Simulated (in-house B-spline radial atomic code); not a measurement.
Whole-atom quantities along the 14-electron series, configuration [Ne] 3s2 3p2. Computed with an all-electron radial atomic-structure program (B-spline basis): non-relativistic Hartree-Fock, average of the configuration, point nuclei.

This level leaves out relativity, spin-orbit splitting included, which matters for heavy ions.

```json
{"ion": "Rh31+", "Z": "45", "E/Z² (Eh)": "-1.9537", "Σ<r²> (bohr²)": "0.70904", "n(0)/Z³ (bohr⁻³)": "0.70412", "Lamb diamagnetic shielding (ppm)": "3323.39", "repulsion over attraction": "0.060846"}
{"ion": "Pd32+", "Z": "46", "E/Z² (Eh)": "-1.9592", "Σ<r²> (bohr²)": "0.67324", "n(0)/Z³ (bohr⁻³)": "0.70484", "Lamb diamagnetic shielding (ppm)": "3402.29", "repulsion over attraction": "0.059594"}
{"ion": "Ag33+", "Z": "47", "E/Z² (Eh)": "-1.9645", "Σ<r²> (bohr²)": "0.64009", "n(0)/Z³ (bohr⁻³)": "0.70553", "Lamb diamagnetic shielding (ppm)": "3481.19", "repulsion over attraction": "0.058391"}
{"ion": "Cd34+", "Z": "48", "E/Z² (Eh)": "-1.9696", "Σ<r²> (bohr²)": "0.60935", "n(0)/Z³ (bohr⁻³)": "0.7062", "Lamb diamagnetic shielding (ppm)": "3560.09", "repulsion over attraction": "0.057236"}
{"ion": "In35+", "Z": "49", "E/Z² (Eh)": "-1.9745", "Σ<r²> (bohr²)": "0.58077", "n(0)/Z³ (bohr⁻³)": "0.70684", "Lamb diamagnetic shielding (ppm)": "3638.98", "repulsion over attraction": "0.056125"}
{"ion": "Sn36+", "Z": "50", "E/Z² (Eh)": "-1.9792", "Σ<r²> (bohr²)": "0.55417", "n(0)/Z³ (bohr⁻³)": "0.70745", "Lamb diamagnetic shielding (ppm)": "3717.88", "repulsion over attraction": "0.055057"}
{"ion": "Sb37+", "Z": "51", "E/Z² (Eh)": "-1.9837", "Σ<r²> (bohr²)": "0.52936", "n(0)/Z³ (bohr⁻³)": "0.70805", "Lamb diamagnetic shielding (ppm)": "3796.78", "repulsion over attraction": "0.054027"}
{"ion": "Te38+", "Z": "52", "E/Z² (Eh)": "?", "Σ<r²> (bohr²)": "?", "n(0)/Z³ (bohr⁻³)": "?", "Lamb diamagnetic shielding (ppm)": "?", "repulsion over attraction": "?"}
{"ion": "I39+", "Z": "53", "E/Z² (Eh)": "-1.9923", "Σ<r²> (bohr²)": "0.48451", "n(0)/Z³ (bohr⁻³)": "0.70917", "Lamb diamagnetic shielding (ppm)": "3954.57", "repulsion over attraction": "0.05208"}
{"ion": "Xe40+", "Z": "54", "E/Z² (Eh)": "-1.9964", "Σ<r²> (bohr²)": "0.46419", "n(0)/Z³ (bohr⁻³)": "0.7097", "Lamb diamagnetic shielding (ppm)": "4033.46", "repulsion over attraction": "0.051157"}
{"ion": "Cs41+", "Z": "55", "E/Z² (Eh)": "-2.0003", "Σ<r²> (bohr²)": "0.44514", "n(0)/Z³ (bohr⁻³)": "0.71022", "Lamb diamagnetic shielding (ppm)": "4112.36", "repulsion over attraction": "0.050266"}
{"ion": "Ba42+", "Z": "56", "E/Z² (Eh)": "?", "Σ<r²> (bohr²)": "?", "n(0)/Z³ (bohr⁻³)": "?", "Lamb diamagnetic shielding (ppm)": "?", "repulsion over attraction": "?"}
{"ion": "La43+", "Z": "57", "E/Z² (Eh)": "?", "Σ<r²> (bohr²)": "?", "n(0)/Z³ (bohr⁻³)": "?", "Lamb diamagnetic shielding (ppm)": "?", "repulsion over attraction": "?"}
{"ion": "Ce44+", "Z": "58", "E/Z² (Eh)": "-2.0113", "Σ<r²> (bohr²)": "0.39453", "n(0)/Z³ (bohr⁻³)": "0.71166", "Lamb diamagnetic shielding (ppm)": "4349.04", "repulsion over attraction": "0.04777"}
```

Fill in the row of Te38+.

E/Z² (Eh): -1.9881; Σ<r²> (bohr²): 0.50619; n(0)/Z³ (bohr⁻³): 0.70862; Lamb diamagnetic shielding (ppm): 3875.67; repulsion over attraction: 0.053036.

Fill in the row of Ba42+.

E/Z² (Eh): -2.0041; Σ<r²> (bohr²): 0.42723; n(0)/Z³ (bohr⁻³): 0.71071; Lamb diamagnetic shielding (ppm): 4191.25; repulsion over attraction: 0.049406.

Fill in the row of La43+.

E/Z² (Eh): -2.0077; Σ<r²> (bohr²): 0.41039; n(0)/Z³ (bohr⁻³): 0.7112; Lamb diamagnetic shielding (ppm): 4270.15; repulsion over attraction: 0.048574.

With what power of Z does the column «Σ<r²> (bohr²)» change over this range?

A fit of the logarithm of its size against log Z from Z = 45 to 58 has slope -2.31. Unscreened non-relativistic hydrogenic orbitals would give -2.
